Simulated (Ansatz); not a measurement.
A short molecular-dynamics run on BFGeH$_{3}$N, SMILES `F[B]1[NH][GeH2]1`.

```yaml
crystal:
  periodic: [false, false, false]
  atoms:
    - {symbol: F, position_ang: [-0.998737, -2.247667, 0.212643]}
    - {symbol: B, position_ang: [-0.441542, -1.058965, 0.113002]}
    - {symbol: N, position_ang: [0.618220, -0.372259, 0.617891]}
    - {symbol: Ge, position_ang: [-0.292250, 0.808386, -0.596741]}
    - {symbol: H, position_ang: [1.389126, -0.488768, 1.256784]}
    - {symbol: H, position_ang: [-0.826047, 2.061906, 0.119272]}
    - {symbol: H, position_ang: [0.612531, 1.229267, -1.768551]}
basis:
  gaussian: {orbitals: "6-31G*"}
hamiltonian: {xc: {name: PBE}, dispersion: d4}
md: {timestep: 0.5 fs, n_steps: 50, ensemble: nvt_nose_hoover, temperature: 1000, initial_velocities: maxwell_boltzmann, seed: 529}
```

```sh
$ ansatz run in.yaml --threads 2 --pin off --events-out ev --progress --plain --max-ram 4352MiB
```

```json
{"step": "0", "time (fs)": "0.0", "potential energy (eV)": "-61429.6635", "kinetic (eV)": "0.6463", "T (K)": "1000", "conserved (eV)": "-61429.0172"}
{"step": "1", "time (fs)": "0.5", "potential energy (eV)": "-61429.6528", "kinetic (eV)": "0.6356", "T (K)": "983", "conserved (eV)": "-61429.0173"}
{"step": "2", "time (fs)": "1.0", "potential energy (eV)": "-61429.6309", "kinetic (eV)": "0.6137", "T (K)": "949", "conserved (eV)": "-61429.0172"}
{"step": "3", "time (fs)": "1.5", "potential energy (eV)": "-61429.5991", "kinetic (eV)": "0.5821", "T (K)": "901", "conserved (eV)": "-61429.0170"}
{"step": "4", "time (fs)": "2.0", "potential energy (eV)": "-61429.5607", "kinetic (eV)": "0.5440", "T (K)": "842", "conserved (eV)": "-61429.0167"}
{"step": "5", "time (fs)": "2.5", "potential energy (eV)": "-61429.5205", "kinetic (eV)": "0.5041", "T (K)": "780", "conserved (eV)": "-61429.0164"}
{"step": "6", "time (fs)": "3.0", "potential energy (eV)": "-61429.4834", "kinetic (eV)": "0.4672", "T (K)": "723", "conserved (eV)": "-61429.0162"}
{"step": "7", "time (fs)": "3.5", "potential energy (eV)": "-61429.4530", "kinetic (eV)": "0.4370", "T (K)": "676", "conserved (eV)": "-61429.0161"}
{"step": "8", "time (fs)": "4.0", "potential energy (eV)": "-61429.4311", "kinetic (eV)": "0.4150", "T (K)": "642", "conserved (eV)": "-61429.0161"}
{"step": "9", "time (fs)": "4.5", "potential energy (eV)": "-61429.4167", "kinetic (eV)": "0.4004", "T (K)": "620", "conserved (eV)": "-61429.0163"}
{"step": "10", "time (fs)": "5.0", "potential energy (eV)": "-61429.4069", "kinetic (eV)": "0.3905", "T (K)": "604", "conserved (eV)": "-61429.0166"}
{"step": "11", "time (fs)": "5.5", "potential energy (eV)": "-61429.3979", "kinetic (eV)": "0.3813", "T (K)": "590", "conserved (eV)": "-61429.0168"}
{"step": "12", "time (fs)": "6.0", "potential energy (eV)": "-61429.3855", "kinetic (eV)": "0.3687", "T (K)": "571", "conserved (eV)": "-61429.0170"}
{"step": "13", "time (fs)": "6.5", "potential energy (eV)": "-61429.3665", "kinetic (eV)": "0.3497", "T (K)": "541", "conserved (eV)": "-61429.0171"}
{"step": "14", "time (fs)": "7.0", "potential energy (eV)": "-61429.3393", "kinetic (eV)": "0.3226", "T (K)": "499", "conserved (eV)": "-61429.0171"}
{"step": "15", "time (fs)": "7.5", "potential energy (eV)": "-61429.3043", "kinetic (eV)": "0.2878", "T (K)": "445", "conserved (eV)": "-61429.0169"}
{"step": "16", "time (fs)": "8.0", "potential energy (eV)": "-61429.2642", "kinetic (eV)": "0.2481", "T (K)": "384", "conserved (eV)": "-61429.0166"}
{"step": "17", "time (fs)": "8.5", "potential energy (eV)": "-61429.2239", "kinetic (eV)": "0.2082", "T (K)": "322", "conserved (eV)": "-61429.0162"}
{"step": "18", "time (fs)": "9.0", "potential energy (eV)": "-61429.1885", "kinetic (eV)": "0.1731", "T (K)": "268", "conserved (eV)": "-61429.0160"}
{"step": "19", "time (fs)": "9.5", "potential energy (eV)": "-61429.1624", "kinetic (eV)": "0.1472", "T (K)": "228", "conserved (eV)": "-61429.0158"}
{"step": "20", "time (fs)": "10.0", "potential energy (eV)": "-61429.1478", "kinetic (eV)": "0.1326", "T (K)": "205", "conserved (eV)": "-61429.0159"}
{"step": "21", "time (fs)": "10.5", "potential energy (eV)": "-61429.1441", "kinetic (eV)": "0.1288", "T (K)": "199", "conserved (eV)": "-61429.0160"}
{"step": "22", "time (fs)": "11.0", "potential energy (eV)": "-61429.1491", "kinetic (eV)": "0.1338", "T (K)": "207", "conserved (eV)": "-61429.0162"}
{"step": "23", "time (fs)": "11.5", "potential energy (eV)": "-61429.1605", "kinetic (eV)": "0.1451", "T (K)": "225", "conserved (eV)": "-61429.0163"}
{"step": "24", "time (fs)": "12.0", "potential energy (eV)": "-61429.1767", "kinetic (eV)": "0.1614", "T (K)": "250", "conserved (eV)": "-61429.0163"}
{"step": "25", "time (fs)": "12.5", "potential energy (eV)": "-61429.1972", "kinetic (eV)": "0.1821", "T (K)": "282", "conserved (eV)": "-61429.0162"}
{"step": "26", "time (fs)": "13.0", "potential energy (eV)": "-61429.2226", "kinetic (eV)": "0.2076", "T (K)": "321", "conserved (eV)": "-61429.0162"}
{"step": "27", "time (fs)": "13.5", "potential energy (eV)": "-61429.2533", "kinetic (eV)": "0.2384", "T (K)": "369", "conserved (eV)": "-61429.0162"}
{"step": "28", "time (fs)": "14.0", "potential energy (eV)": "-61429.2891", "kinetic (eV)": "0.2743", "T (K)": "424", "conserved (eV)": "-61429.0163"}
{"step": "29", "time (fs)": "14.5", "potential energy (eV)": "-61429.3290", "kinetic (eV)": "0.3142", "T (K)": "486", "conserved (eV)": "-61429.0165"}
{"step": "30", "time (fs)": "15.0", "potential energy (eV)": "-61429.3705", "kinetic (eV)": "0.3558", "T (K)": "550", "conserved (eV)": "-61429.0167"}
{"step": "31", "time (fs)": "15.5", "potential energy (eV)": "-61429.4103", "kinetic (eV)": "0.3956", "T (K)": "612", "conserved (eV)": "-61429.0169"}
{"step": "32", "time (fs)": "16.0", "potential energy (eV)": "-61429.4444", "kinetic (eV)": "0.4298", "T (K)": "665", "conserved (eV)": "-61429.0172"}
{"step": "33", "time (fs)": "16.5", "potential energy (eV)": "-61429.4691", "kinetic (eV)": "0.4547", "T (K)": "703", "conserved (eV)": "-61429.0173"}
{"step": "34", "time (fs)": "17.0", "potential energy (eV)": "-61429.4820", "kinetic (eV)": "0.4679", "T (K)": "724", "conserved (eV)": "-61429.0174"}
{"step": "35", "time (fs)": "17.5", "potential energy (eV)": "-61429.4828", "kinetic (eV)": "0.4693", "T (K)": "726", "conserved (eV)": "-61429.0172"}
{"step": "36", "time (fs)": "18.0", "potential energy (eV)": "-61429.4740", "kinetic (eV)": "0.4611", "T (K)": "714", "conserved (eV)": "-61429.0169"}
{"step": "37", "time (fs)": "18.5", "potential energy (eV)": "-61429.4602", "kinetic (eV)": "0.4481", "T (K)": "693", "conserved (eV)": "-61429.0165"}
{"step": "38", "time (fs)": "19.0", "potential energy (eV)": "-61429.4471", "kinetic (eV)": "0.4357", "T (K)": "674", "conserved (eV)": "-61429.0162"}
{"step": "39", "time (fs)": "19.5", "potential energy (eV)": "-61429.4392", "kinetic (eV)": "0.4283", "T (K)": "663", "conserved (eV)": "-61429.0161"}
{"step": "40", "time (fs)": "20.0", "potential energy (eV)": "-61429.4385", "kinetic (eV)": "0.4279", "T (K)": "662", "conserved (eV)": "-61429.0162"}
{"step": "41", "time (fs)": "20.5", "potential energy (eV)": "-61429.4439", "kinetic (eV)": "0.4334", "T (K)": "671", "conserved (eV)": "-61429.0164"}
{"step": "42", "time (fs)": "21.0", "potential energy (eV)": "-61429.4519", "kinetic (eV)": "0.4415", "T (K)": "683", "conserved (eV)": "-61429.0167"}
{"step": "43", "time (fs)": "21.5", "potential energy (eV)": "-61429.4581", "kinetic (eV)": "0.4479", "T (K)": "693", "conserved (eV)": "-61429.0170"}
{"step": "44", "time (fs)": "22.0", "potential energy (eV)": "-61429.4590", "kinetic (eV)": "0.4492", "T (K)": "695", "conserved (eV)": "-61429.0171"}
{"step": "45", "time (fs)": "22.5", "potential energy (eV)": "-61429.4528", "kinetic (eV)": "0.4434", "T (K)": "686", "conserved (eV)": "-61429.0171"}
{"step": "46", "time (fs)": "23.0", "potential energy (eV)": "-61429.4395", "kinetic (eV)": "0.4307", "T (K)": "666", "conserved (eV)": "-61429.0170"}
{"step": "47", "time (fs)": "23.5", "potential energy (eV)": "-61429.4205", "kinetic (eV)": "0.4122", "T (K)": "638", "conserved (eV)": "-61429.0168"}
{"step": "48", "time (fs)": "24.0", "potential energy (eV)": "-61429.3978", "kinetic (eV)": "0.3900", "T (K)": "603", "conserved (eV)": "-61429.0167"}
{"step": "49", "time (fs)": "24.5", "potential energy (eV)": "-61429.3730", "kinetic (eV)": "0.3658", "T (K)": "566", "conserved (eV)": "-61429.0166"}
{"step": "50", "time (fs)": "25.0", "potential energy (eV)": "-61429.3474", "kinetic (eV)": "0.3406", "T (K)": "527", "conserved (eV)": "-61429.0166"}
```

Velocities are drawn at the set temperature; a run this short doesn't reach equilibrium.

Frames (Å, forces in eV/Å):

```xyz
7
time=0.0 fs
F    -0.999   -2.248    0.213   -0.317   -0.582    0.015
B    -0.442   -1.059    0.113   -0.182    0.030   -0.152
N     0.618   -0.372    0.618    0.275    0.048    0.188
Ge   -0.292    0.808   -0.597   -0.374    0.135   -0.345
H     1.389   -0.489    1.257    0.464   -0.015    0.360
H    -0.826    2.062    0.119   -0.075    0.274    0.153
H     0.613    1.229   -1.769    0.210    0.110   -0.220
7
time=1.0 fs
F    -1.003   -2.246    0.212   -0.182   -0.377   -0.002
B    -0.439   -1.055    0.108   -0.048   -0.025   -0.001
N     0.625   -0.359    0.617    0.276   -0.512    0.404
Ge   -0.292    0.806   -0.596   -0.738    0.166    0.121
H     1.395   -0.548    1.257    0.174    0.192    0.097
H    -0.852    2.056    0.108   -0.094    0.265    0.172
H     0.608    1.244   -1.712    0.612    0.291   -0.791
7
time=2.0 fs
F    -1.008   -2.244    0.212   -0.045   -0.167   -0.023
B    -0.436   -1.051    0.104    0.074   -0.091    0.152
N     0.632   -0.347    0.617    0.425   -1.150    0.733
Ge   -0.293    0.803   -0.596   -1.079    0.248    0.493
H     1.402   -0.605    1.259   -0.245    0.483   -0.269
H    -0.878    2.052    0.099   -0.090    0.212    0.165
H     0.609    1.262   -1.663    0.959    0.465   -1.252
7
time=3.0 fs
F    -1.012   -2.242    0.211    0.093    0.040   -0.045
B    -0.433   -1.048    0.099    0.182   -0.166    0.300
N     0.639   -0.335    0.617    0.505   -1.784    0.985
Ge   -0.293    0.800   -0.596   -1.262    0.434    0.630
H     1.407   -0.657    1.257   -0.573    0.793   -0.551
H    -0.905    2.050    0.091   -0.060    0.127    0.137
H     0.620    1.284   -1.626    1.116    0.557   -1.456
7
time=4.0 fs
F    -1.017   -2.241    0.210    0.227    0.238   -0.068
B    -0.430   -1.044    0.095    0.269   -0.249    0.434
N     0.647   -0.325    0.618    0.400   -2.312    1.058
Ge   -0.294    0.797   -0.595   -1.198    0.757    0.472
H     1.406   -0.702    1.251   -0.691    1.034   -0.651
H    -0.933    2.050    0.085   -0.007    0.023    0.095
H     0.640    1.311   -1.603    1.000    0.509   -1.341
7
time=5.0 fs
F    -1.021   -2.239    0.210    0.356    0.421   -0.089
B    -0.426   -1.041    0.091    0.330   -0.340    0.550
N     0.654   -0.316    0.620    0.080   -2.652    0.921
Ge   -0.295    0.795   -0.595   -0.910    1.188    0.094
H     1.399   -0.738    1.239   -0.564    1.139   -0.541
H    -0.961    2.050    0.079    0.060   -0.083    0.049
H     0.671    1.343   -1.592    0.649    0.327   -0.983
7
time=6.0 fs
F    -1.026   -2.237    0.209    0.474    0.581   -0.107
B    -0.423   -1.038    0.088    0.363   -0.435    0.643
N     0.662   -0.309    0.622   -0.446   -2.753    0.579
Ge   -0.296    0.792   -0.594   -0.510    1.649   -0.360
H     1.387   -0.762    1.221   -0.200    1.064   -0.231
H    -0.988    2.049    0.074    0.132   -0.177    0.007
H     0.707    1.378   -1.591    0.187    0.070   -0.532
7
time=7.0 fs
F    -1.030   -2.235    0.209    0.579    0.715   -0.122
B    -0.419   -1.036    0.085    0.369   -0.535    0.715
N     0.670   -0.304    0.624   -1.125   -2.616    0.081
Ge   -0.297    0.790   -0.594   -0.109    2.064   -0.769
H     1.373   -0.776    1.202    0.350    0.812    0.233
H    -1.015    2.046    0.069    0.200   -0.248   -0.024
H     0.745    1.414   -1.595   -0.263   -0.193   -0.114
7
time=8.0 fs
F    -1.033   -2.232    0.208    0.666    0.818   -0.134
B    -0.414   -1.033    0.083    0.356   -0.636    0.769
N     0.677   -0.300    0.627   -1.803   -2.337   -0.441
Ge   -0.298    0.788   -0.593    0.228    2.387   -1.082
H     1.362   -0.783    1.184    0.930    0.473    0.718
H    -1.039    2.041    0.064    0.254   -0.288   -0.040
H     0.781    1.448   -1.600   -0.630   -0.416    0.209
7
time=9.0 fs
F    -1.037   -2.229    0.207    0.733    0.886   -0.143
B    -0.410   -1.032    0.081    0.331   -0.734    0.809
N     0.682   -0.299    0.629   -2.218   -2.123   -0.771
Ge   -0.298    0.786   -0.593    0.480    2.607   -1.295
H     1.360   -0.785    1.174    1.279    0.244    1.015
H    -1.061    2.033    0.058    0.288   -0.295   -0.041
H     0.811    1.478   -1.603   -0.893   -0.584    0.426
7
time=10.0 fs
F    -1.040   -2.226    0.206    0.776    0.916   -0.148
B    -0.405   -1.031    0.081    0.302   -0.825    0.834
N     0.686   -0.298    0.631   -2.159   -2.150   -0.744
Ge   -0.299    0.785   -0.593    0.653    2.727   -1.426
H     1.370   -0.784    1.173    1.186    0.295    0.960
H    -1.080    2.023    0.052    0.299   -0.269   -0.025
H     0.832    1.503   -1.602   -1.056   -0.695    0.549
7
time=11.0 fs
F    -1.043   -2.222    0.205    0.794    0.905   -0.149
B    -0.399   -1.031    0.081    0.269   -0.901    0.843
N     0.689   -0.300    0.633   -1.670   -2.378   -0.405
Ge   -0.300    0.784   -0.593    0.759    2.753   -1.488
H     1.392   -0.781    1.180    0.695    0.586    0.601
H    -1.096    2.010    0.046    0.285   -0.211    0.004
H     0.844    1.521   -1.596   -1.133   -0.755    0.595
7
time=12.0 fs
F    -1.045   -2.217    0.204    0.787    0.855   -0.146
B    -0.394   -1.032    0.081    0.234   -0.951    0.830
N     0.690   -0.303    0.634   -1.006   -2.606    0.036
Ge   -0.301    0.784   -0.593    0.806    2.682   -1.485
H     1.419   -0.771    1.194    0.059    0.916    0.143
H    -1.109    1.994    0.040    0.249   -0.129    0.047
H     0.844    1.531   -1.584   -1.129   -0.766    0.574
7
time=13.0 fs
F    -1.047   -2.213    0.203    0.755    0.763   -0.136
B    -0.388   -1.033    0.083    0.195   -0.966    0.790
N     0.691   -0.307    0.635   -0.411   -2.666    0.396
Ge   -0.301    0.783   -0.594    0.792    2.509   -1.413
H     1.448   -0.754    1.209   -0.482    1.118   -0.230
H    -1.120    1.978    0.034    0.195   -0.030    0.102
H     0.834    1.535   -1.567   -1.043   -0.728    0.489
7
time=14.0 fs
F    -1.048   -2.207    0.202    0.698    0.632   -0.120
B    -0.383   -1.035    0.085    0.151   -0.937    0.721
N     0.691   -0.314    0.636   -0.008   -2.504    0.592
Ge   -0.302    0.784   -0.595    0.696    2.227   -1.257
H     1.472   -0.725    1.222   -0.805    1.136   -0.433
H    -1.130    1.961    0.030    0.129    0.074    0.165
H     0.814    1.531   -1.545   -0.861   -0.629    0.332
7
time=15.0 fs
F    -1.049   -2.202    0.200    0.619    0.464   -0.096
B    -0.377   -1.039    0.088    0.105   -0.858    0.621
N     0.692   -0.322    0.638    0.160   -2.143    0.601
Ge   -0.302    0.784   -0.596    0.492    1.836   -1.002
H     1.488   -0.686    1.231   -0.871    0.990   -0.445
H    -1.138    1.945    0.026    0.062    0.170    0.229
H     0.785    1.522   -1.520   -0.568   -0.457    0.091
7
time=16.0 fs
F    -1.050   -2.196    0.199    0.518    0.262   -0.064
B    -0.371   -1.043    0.091    0.058   -0.731    0.495
N     0.692   -0.332    0.640    0.093   -1.645    0.434
Ge   -0.303    0.785   -0.596    0.157    1.344   -0.639
H     1.496   -0.637    1.236   -0.679    0.730   -0.270
H    -1.145    1.931    0.025    0.007    0.244    0.287
H     0.752    1.508   -1.494   -0.153   -0.203   -0.241
7
time=17.0 fs
F    -1.051   -2.190    0.198    0.398    0.033   -0.028
B    -0.364   -1.047    0.095    0.012   -0.565    0.348
N     0.693   -0.342    0.643   -0.150   -1.091    0.136
Ge   -0.303    0.785   -0.598   -0.304    0.784   -0.181
H     1.498   -0.582    1.238   -0.289    0.432    0.045
H    -1.153    1.919    0.027   -0.026    0.284    0.328
H     0.717    1.492   -1.470    0.360    0.123   -0.648
7
time=18.0 fs
F    -1.051   -2.184    0.196    0.263   -0.215    0.011
B    -0.358   -1.052    0.099   -0.040   -0.378    0.185
N     0.693   -0.354    0.645   -0.396   -0.573   -0.164
Ge   -0.303    0.786   -0.599   -0.818    0.230    0.305
H     1.497   -0.522    1.241    0.130    0.184    0.379
H    -1.160    1.909    0.032   -0.026    0.285    0.346
H     0.685    1.478   -1.453    0.887    0.467   -1.062
7
time=19.0 fs
F    -1.051   -2.178    0.195    0.117   -0.473    0.051
B    -0.352   -1.058    0.104   -0.106   -0.189    0.010
N     0.694   -0.366    0.648   -0.381   -0.135   -0.275
Ge   -0.304    0.787   -0.600   -1.243   -0.208    0.695
H     1.498   -0.460    1.247    0.323    0.028    0.544
H    -1.168    1.903    0.040    0.010    0.249    0.335
H     0.661    1.467   -1.446    1.280    0.729   -1.361
7
time=20.0 fs
F    -1.051   -2.173    0.194   -0.034   -0.733    0.088
B    -0.346   -1.063    0.108   -0.193   -0.017   -0.173
N     0.694   -0.378    0.650    0.054    0.271   -0.075
Ge   -0.304    0.788   -0.601   -1.430   -0.425    0.855
H     1.501   -0.398    1.258    0.133   -0.086    0.421
H    -1.176    1.898    0.052    0.079    0.187    0.298
H     0.650    1.464   -1.451    1.391    0.804   -1.414
7
time=21.0 fs
F    -1.051   -2.167    0.192   -0.186   -0.985    0.120
B    -0.340   -1.069    0.112   -0.295    0.137   -0.355
N     0.694   -0.390    0.652    0.783    0.723    0.358
Ge   -0.305    0.789   -0.602   -1.323   -0.400    0.734
H     1.505   -0.336    1.273   -0.332   -0.247    0.080
H    -1.183    1.896    0.066    0.171    0.111    0.240
H     0.652    1.468   -1.470    1.182    0.661   -1.178
7
time=22.0 fs
F    -1.052   -2.163    0.191   -0.330   -1.217    0.147
B    -0.335   -1.075    0.116   -0.390    0.282   -0.523
N     0.694   -0.401    0.655    1.506    1.214    0.818
Ge   -0.306    0.790   -0.602   -1.006   -0.212    0.404
H     1.506   -0.277    1.289   -0.804   -0.475   -0.286
H    -1.188    1.894    0.083    0.270    0.037    0.173
H     0.665    1.479   -1.500    0.753    0.371   -0.734
7
time=23.0 fs
F    -1.052   -2.159    0.190   -0.459   -1.420    0.169
B    -0.329   -1.080    0.120   -0.445    0.439   -0.656
N     0.696   -0.412    0.658    1.973    1.656    1.123
Ge   -0.307    0.791   -0.603   -0.621    0.018   -0.003
H     1.499   -0.223    1.303   -1.073   -0.713   -0.516
H    -1.191    1.893    0.101    0.363   -0.024    0.107
H     0.685    1.493   -1.537    0.262    0.043   -0.224
7
time=24.0 fs
F    -1.053   -2.155    0.189   -0.565   -1.583    0.185
B    -0.325   -1.085    0.122   -0.437    0.621   -0.741
N     0.699   -0.421    0.662    2.056    1.939    1.176
Ge   -0.309    0.792   -0.604   -0.274    0.205   -0.381
H     1.483   -0.175    1.311   -1.048   -0.878   -0.528
H    -1.190    1.892    0.120    0.438   -0.066    0.049
H     0.708    1.507   -1.577   -0.171   -0.239    0.239
7
time=25.0 fs
F    -1.054   -2.152    0.188   -0.639   -1.695    0.196
B    -0.320   -1.089    0.125   -0.363    0.823   -0.767
N     0.703   -0.430    0.666    1.728    1.986    0.933
Ge   -0.310    0.792   -0.605   -0.004    0.314   -0.677
H     1.456   -0.136    1.315   -0.716   -0.900   -0.290
H    -1.185    1.890    0.140    0.489   -0.086    0.004
H     0.729    1.520   -1.614   -0.496   -0.442    0.600
```

It took 64 s on 2 threads of an Arm Neoverse V1 on a shared host, with 0.36 GiB of host memory at the peak.
